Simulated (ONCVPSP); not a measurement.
## How hard is this magnesium (Mg) ONCV potential?

ONCVPSP 4.0.1 input, shortened (lines: element, Z, core and valence counts, functional; n l f; lmax; l rc ep ncon nbas qcut; lloc lpopt rc5 dvloc0; l nproj debl; icmod fcfact rcfact), PBE, non-relativistic:

```
  Mg 12.00    1    4        4      upf
    1    0    2.00
    2    0    2.00
    2    1    6.00
    3    0    1.75
    3    1    0.25
    2
    0    1.15    0.00    5   10    8.50
    1    1.30    0.00    5   10   12.00
    2    1.20    0.08    3    7    9.10
    4    1    1.00    1.00
    0    2    0.50
    1    2    1.80
    2    2    3.60
    1    0.20    0.00
```

Q: For each optimised wave give the share of its norm inside rc, the residual kinetic energy above qcut (Ha) and the cutoffs (Ha) for errors of 10, 1, 0.1 and 0.01 mHa per electron.

A:

| wave | norm inside rc | residual KE | 10 mHa | 1 mHa | 0.1 mHa | 0.01 mHa |
| --- | --- | --- | --- | --- | --- | --- |
| 2s | 0.916 | 2.5e-05 | 15.2 | 20.1 | 24.2 | 123.2 |
| 3s | 0.026 | 1.3e-05 | 9.4 | 14.5 | 19.2 | 38.5 |
| 2p | 0.933 | 2.1e-06 | 45.1 | 54.5 | 61.7 | 68.0 |
| 3p | 0.014 | 3.4e-07 | 27.4 | 41.5 | 52.7 | 61.5 |
| d projector 1 | 0.001 | 2.4e-08 | 0.8 | 3.6 | 11.8 | 23.1 |
| d projector 2 | 0.116 | 1.0e-04 | 22.3 | 32.9 | 41.7 | 93.2 |

The occupied waves need 54 Ha and 62 Ha for 1 and 0.1 mHa. Rows with under 1 % of the norm inside rc give no meaningful cutoff. 1 of 4 tests not solved or not reliable.
